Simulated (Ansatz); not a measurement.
`C[SiH]([AlH2])[GaH2]` + `N[SiH2][SiH3]` → `[AlH2][NH][SiH2][SiH3]` + `C[SiH2][GaH2]`  (cleavage of the Al–Si bond)

Computed with Ansatz on PBE0-D4/def2-TZVP structures; ΔE is electronic, products minus reactants. CBS: MP2 limit from def2 TZ/QZ plus the TZ coupled-cluster correction, frozen cores. This one scheme is used for every species. DFT in def2-TZVPP. B3LYP here is the variant with VWN-RPA as its local correlation; programs differ in this. For Ga outer-core shells are correlated without core-valence functions, which leaves a few kJ/mol of doubt a bond. Scalar relativity is left out up to krypton. Each species was taken in one conformer, which may not be the lowest.

`C[SiH]([AlH2])[GaH2]`:

Z-matrix (Å, degrees):
```
C
Si 1 1.893
H 1 1.092 2 111.1
H 1 1.092 2 111.2 3 120.6
H 1 1.092 2 110.3 3 -119.7
Al 2 2.446 1 114.2 3 -178.5
Ga 2 2.404 1 113.2 3 58.1
H 2 1.499 1 109.9 3 -59.6
H 6 1.593 2 121.2 1 -16.2
H 6 1.590 2 120.2 1 166.4
H 7 1.575 2 120.9 1 -164.6
H 7 1.578 2 121.4 1 18.1
```

`N[SiH2][SiH3]`:

Z-matrix (Å, degrees):
```
Si
Si 1 2.341
N 1 1.724 2 108.6
H 1 1.497 2 108.1 3 -126.1
H 1 1.488 2 110.7 3 117.7
H 2 1.489 1 110.3 3 173.7
H 2 1.491 1 110.1 3 54.6
H 2 1.488 1 111.4 3 -65.4
H 3 1.008 1 119.6 2 167.4
H 3 1.007 1 119.6 2 -50.6
```

`[AlH2][NH][SiH2][SiH3]`:

Cartesian coordinates in Å:
```
Al 1.049 -1.479 -1.923
N 0.465 -1.087 -0.284
Si 0.607 0.392 0.606
Si -1.491 1.286 1.154
H 1.836 -0.360 -2.714
H 0.735 -2.926 -2.481
H -0.040 -1.820 0.198
H 1.353 1.350 -0.255
H 1.383 0.213 1.869
H -1.357 2.514 1.987
H -2.287 0.288 1.922
H -2.254 1.630 -0.078
```

`C[SiH2][GaH2]`:

Z-matrix (Å, degrees):
```
C
Si 1 1.880
H 1 1.092 2 110.8
H 1 1.092 2 111.0 3 120.2
H 1 1.092 2 110.8 3 -119.6
Ga 2 2.414 1 114.4 3 59.8
H 2 1.494 1 109.6 3 -178.2
H 2 1.494 1 109.6 3 -62.2
H 6 1.575 2 120.8 1 -179.9
H 6 1.577 2 122.1 1 0.1
```

```json
{"level": "B3LYP-D4", "ΔE (kJ/mol)": "-98.7", "difference from CCSD(T)/CBS": "-0.8"}
{"level": "B2PLYP", "ΔE (kJ/mol)": "-102.9", "difference from CCSD(T)/CBS": "-5.0"}
{"level": "r2SCAN", "ΔE (kJ/mol)": "-93.4", "difference from CCSD(T)/CBS": "4.5"}
{"level": "PBE0", "ΔE (kJ/mol)": "-83.0", "difference from CCSD(T)/CBS": "14.9"}
{"level": "B3LYP", "ΔE (kJ/mol)": "-98.5", "difference from CCSD(T)/CBS": "-0.6"}
{"level": "CCSD/def2-TZVPP", "ΔE (kJ/mol)": "-101.2", "difference from CCSD(T)/CBS": "-3.3"}
{"level": "CCSD(T)/def2-TZVPP", "ΔE (kJ/mol)": "-99.5", "difference from CCSD(T)/CBS": "-1.6"}
{"level": "MP2/def2-QZVPP", "ΔE (kJ/mol)": "-105.7", "difference from CCSD(T)/CBS": "-7.8"}
{"level": "MP2/CBS(def2)", "ΔE (kJ/mol)": "-104.5", "difference from CCSD(T)/CBS": "-6.6"}
{"level": "CCSD/CBS(def2)", "ΔE (kJ/mol)": "-99.6", "difference from CCSD(T)/CBS": "-1.7"}
{"level": "CCSD(T)/CBS", "ΔE (kJ/mol)": "-97.9", "difference from CCSD(T)/CBS": "0"}
```

Largest T1 diagnostic among the species: 0.013.

From PBE to PBE0 (25 % exact exchange), in def2-TZVPP and without D4, ΔE moves by −4.4 kJ/mol. In def2-TZVPP, CCSD(T) changes the Hartree–Fock value by +12.0 kJ/mol (the triples alone add +1.7 kJ/mol) and MP2 by +5.4 kJ/mol.

CCSD(T)/CBS has its own doubt, a few kJ/mol and more with outer-core shells, so smaller differences from it don't rank the levels.
